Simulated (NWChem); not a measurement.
The numbers come from NWChem runs, not from measurements. System: ClTl, charge 0, spin multiplicity 1, at a geometry optimised with PBE0/def2-SVP with def2 effective core potentials on Tl. The structure started from a generated list of species. Level: RHF/def2-TZVP with def2 effective core potentials on Tl.

Output (cleaned and shortened):

```
             Northwest Computational Chemistry Package (NWChem) 7.3.0
             --------------------------------------------------------

                                NWChem Input Module
                                -------------------

 Scaling coordinates for geometry "geometry" by  1.889725989
 (inverse scale =  0.529177249)

 Turning off AUTOSYM since
 SYMMETRY directive was detected!

                             Geometry "geometry" -> ""
                             -------------------------

 Output coordinates in angstroms (scale by  1.889725989 to convert to a.u.)

  No.       Tag          Charge          X              Y              Z
 ---- ---------------- ---------- -------------- -------------- --------------
    1 Tl                  81.0000     0.00000000     0.00000000    -0.43706000
    2 Cl                  17.0000     0.00000000     0.00000000     2.08246200

 Effective nuclear repulsion energy (a.u.)     289.2124267510

            Nuclear Dipole moment (a.u.)
            ----------------------------
        X                 Y               Z
 ---------------- ---------------- ----------------
     0.0000000000     0.0000000000    -0.0000113384

      Symmetry information
      --------------------

 Group name             C2v
 Group number             16
 Group order               4
 No. of unique centers     2

      Symmetry unique atoms

     1    2


 Summary of "ao basis" -> "" (spherical)
 ------------------------------------------------------------------------------
       Tag                 Description            Shells   Functions and Types
 ---------------- ------------------------------  ------  ---------------------
 *                         def2-tzvp                  on all atoms

 Summary of "ao basis" -> "ao basis" (spherical)
 ------------------------------------------------------------------------------
       Tag                 Description            Shells   Functions and Types
 ---------------- ------------------------------  ------  ---------------------
 Tl                        def2-tzvp                16       50   6s5p3d2f
 Cl                        def2-tzvp                13       37   5s5p2d1f

                                 NWChem SCF Module
                                 -----------------

  ao basis        = "ao basis"
  functions       =    87
  atoms           =     2
  closed shells   =    19
  open shells     =     0
  charge          =   0.00
[...]
 Vector   17  Occ=2.000000D+00  E=-4.027298D-01  Symmetry=b1
              MO Center=  2.2D-15,  7.6D-30,  2.0D+00, r^2= 1.4D+00
   Bfn.  Coefficient  Atom+Function         Bfn.  Coefficient  Atom+Function
  ----- ------------  ---------------      ----- ------------  ---------------
    65      0.516167  2 Cl px                68      0.381376  2 Cl px
    62      0.242669  2 Cl px                56     -0.191726  2 Cl px

 Vector   18  Occ=2.000000D+00  E=-4.027298D-01  Symmetry=b2
              MO Center=  7.8D-30,  1.9D-15,  2.0D+00, r^2= 1.4D+00
   Bfn.  Coefficient  Atom+Function         Bfn.  Coefficient  Atom+Function
  ----- ------------  ---------------      ----- ------------  ---------------
    66      0.516167  2 Cl py                69      0.381376  2 Cl py
    63      0.242669  2 Cl py                57     -0.191726  2 Cl py

 Vector   19  Occ=2.000000D+00  E=-3.587488D-01  Symmetry=a1
              MO Center= -2.5D-15,  4.3D-15,  5.0D-01, r^2= 4.2D+00
   Bfn.  Coefficient  Atom+Function         Bfn.  Coefficient  Atom+Function
  ----- ------------  ---------------      ----- ------------  ---------------
     5      0.431890  1 Tl s                  6      0.414819  1 Tl s
    67      0.393802  2 Cl pz                 3     -0.343470  1 Tl s
    70      0.300858  2 Cl pz                 2      0.218240  1 Tl s
    12      0.182318  1 Tl pz                64      0.181507  2 Cl pz
    18     -0.176847  1 Tl pz                 4     -0.169247  1 Tl s

 Vector   20  Occ=0.000000D+00  E= 1.529182D-02  Symmetry=b1
              MO Center= -1.3D-14,  6.8D-30, -5.7D-01, r^2= 7.4D+00
   Bfn.  Coefficient  Atom+Function         Bfn.  Coefficient  Atom+Function
  ----- ------------  ---------------      ----- ------------  ---------------
    19      0.712826  1 Tl px                16      0.280721  1 Tl px
    10     -0.257266  1 Tl px                13      0.199616  1 Tl px
    68     -0.183842  2 Cl px

 Vector   21  Occ=0.000000D+00  E= 1.529182D-02  Symmetry=b2
              MO Center= -5.5D-30, -8.0D-15, -5.7D-01, r^2= 7.4D+00
   Bfn.  Coefficient  Atom+Function         Bfn.  Coefficient  Atom+Function
  ----- ------------  ---------------      ----- ------------  ---------------
    20      0.712826  1 Tl py                17      0.280721  1 Tl py
    11     -0.257266  1 Tl py                14      0.199616  1 Tl py
    69     -0.183842  2 Cl py

 Vector   22  Occ=0.000000D+00  E= 6.524025D-02  Symmetry=a1
              MO Center=  5.3D-15, -1.5D-14, -1.1D+00, r^2= 1.1D+01
   Bfn.  Coefficient  Atom+Function         Bfn.  Coefficient  Atom+Function
  ----- ------------  ---------------      ----- ------------  ---------------
    21      1.181606  1 Tl pz                18     -0.337050  1 Tl pz
     5      0.307307  1 Tl s                 55     -0.221615  2 Cl s
    34     -0.203461  1 Tl d  0              15      0.191324  1 Tl pz

 center of mass
 --------------
 x =   0.00000000 y =   0.00000000 z =  -0.13203525

 moments of inertia (a.u.)
 ------------------
         677.183627005485           0.000000000000           0.000000000000
           0.000000000000         677.183627005485           0.000000000000
           0.000000000000           0.000000000000           0.000000000000

  Mulliken analysis of the total density
  --------------------------------------

    Atom       Charge   Shell Charges
 -----------   ------   -------------------------------------------------------
    1 Tl  21    20.41   0.06 -0.56  1.74  0.78  1.09  0.82 -0.55  6.49  0.20  0.24  0.03  9.09  0.89  0.07  0.02  0.00
    2 Cl  17    17.59   2.01  0.45  1.52  1.07  0.91  4.18  1.69  1.07  2.84  1.84  0.00  0.01  0.00

       Multipole analysis of the density wrt the origin
       ------------------------------------------------

     L   x y z        total         open         nuclear
     -   - - -        -----         ----         -------
     0   0 0 0      0.000000      0.000000     38.000000

     1   1 0 0      0.000000      0.000000      0.000000
     1   0 1 0     -0.000000      0.000000      0.000000
     1   0 0 1     -1.940086      0.000000     49.555407

     2   2 0 0    -27.219929      0.000000      0.000000
     2   1 1 0     -0.000000      0.000000      0.000000
     2   1 0 1     -0.000000      0.000000      0.000000
     2   0 2 0    -27.219929      0.000000      0.000000
     2   0 1 1     -0.000000      0.000000      0.000000
     2   0 0 2    -36.797369      0.000000    277.594777

 Task  times  cpu:        2.6s     wall:        2.6s

 Total times  cpu:        2.7s     wall:        2.7s
```

**Question.** Write an NWChem input that would produce this output.

**Answer.** This is not unique; one that fits is 
```
start mol
memory heap 200 mb stack 900 mb global 1100 mb
geometry units angstroms nocenter noautoz
  Tl     0.000000     0.000000    -0.437060
  Cl     0.000000     0.000000     2.082462
  symmetry group C2v
end
basis spherical
  * library def2-tzvp
end
ecp
  Tl library def2-ecp
end
scf
  rhf
  nopen 0
  maxiter 100
  thresh 1e-7
  semidirect memsize 60000000 filesize 0
end
task scf energy
```
